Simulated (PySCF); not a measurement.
BaCl2, SMILES [Ba]([Cl])[Cl].

Geometry optimised at B3LYP-D3(BJ)/def2-TZVP. The isomer is the one that the SMILES or the coordinates give; other isomers of the formula were not compared. The def2 effective core potentials stand for the cores of Ba; spin–orbit coupling is left out.

Two levels are set side by side: TDA-PBE/def2-SVPD (PySCF) and TDA-B3LYP/def2-SVPD (PySCF). Vertical, same geometry. The lowest singlet is HOMO→LUMO 100 % with PBE and HOMO→LUMO 99 % with the other functional; states are paired by order. Differences are taken from unrounded values.

| quantity | TDA-B3LYP |
|---|---|
| lowest singlet excitation (eV) | 4.31 |
| lowest triplet excitation (TDA) (eV) | 4.28 |

### Question
What does TDA-PBE give, and how far is it from TDA-B3LYP? (The exact figures need the calculation; the answer reports its results.)

### Answer

```tsv
quantity	TDA-PBE	TDA-PBE minus TDA-B3LYP
lowest singlet excitation (eV)	3.85	-0.46
lowest triplet excitation (TDA) (eV)	3.82	-0.46
```

A lower first singlet is the usual sign of a functional without exact exchange. Differences between two approximate levels are no errors against the true value.

Rough cost on one machine, each run with all the roots and properties that it gave: TDA-B3LYP against TDA-PBE within a factor of 2.
